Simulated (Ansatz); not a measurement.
Calculated with Ansatz (gas phase, PBE0-D4/def2-TZVP geometries, no zero-point term in ΔE). CCSD(T)/CBS adds triple-zeta CCSD(T) − MP2 to the extrapolated MP2 energy (def2 sets, frozen cores). This one scheme is used for every species, atoms too. Functionals use def2-TZVPP. Open shells (•) are unrestricted, without spin–orbit coupling. Spin–orbit coupling would lower the free atoms: a little for C, F, Si; clearly for Ge. For Ge, Zn outer-core shells are correlated without core-valence functions, so the limit isn't a true one: a few kJ/mol of doubt a bond, and 10 to 20 or more in all where bonds break to atoms. Scalar relativity is left out up to krypton. Each species was taken in one conformer, which may not be the lowest.

Consider the atomization: `[F][Zn][GeH]1[CH2][SiH2]1` → C• + F• + Ge• + 5 H• + Si• + Zn (atom).

Problem. What is ΔE at CCSD(T)/CBS? (An estimate is asked.)

Solution. The calculation gave: +31.13 eV.

Problem. What do these levels give: r2SCAN0-D4, PBE0, MP2/def2-SVP, CCSD/def2-SVP, CCSD(T)/def2-SVP, MP2/def2-TZVPP? (Estimate.)

Solution. Computed: r2SCAN0-D4 30.77, PBE0 30.64, MP2/def2-SVP 29.34, CCSD/def2-SVP 28.46, CCSD(T)/def2-SVP 28.81, MP2/def2-TZVPP 30.76 eV.

Largest T1 diagnostic among the species: 0.017.

Leaving LDA and LC-ωPBE aside and taking each functional with its dispersion term where it has one, the values, not all of them listed here, spread over 1.42 eV, from BHLYP-D4 to r2SCAN-D4. LDA lies +4.49 eV from PBE without D4, its usual overbinding. From BLYP to BHLYP (50 % exact exchange), in def2-TZVPP and without D4, ΔE moves by −0.32 eV: exact exchange takes away binding that semilocal exchange gives to molecules. In def2-TZVPP, CCSD(T) changes the Hartree–Fock value by +8.06 eV (the triples alone add +0.52 eV) and MP2 by +8.60 eV; breaking electron pairs costs correlation energy, which Hartree–Fock lacks.

For atomizations the MP2-based limit and the directly extrapolated one differ by several kJ/mol either way, and by 10 to 25 for some Ge, Se and Sn compounds, so smaller differences from it don't rank the levels.
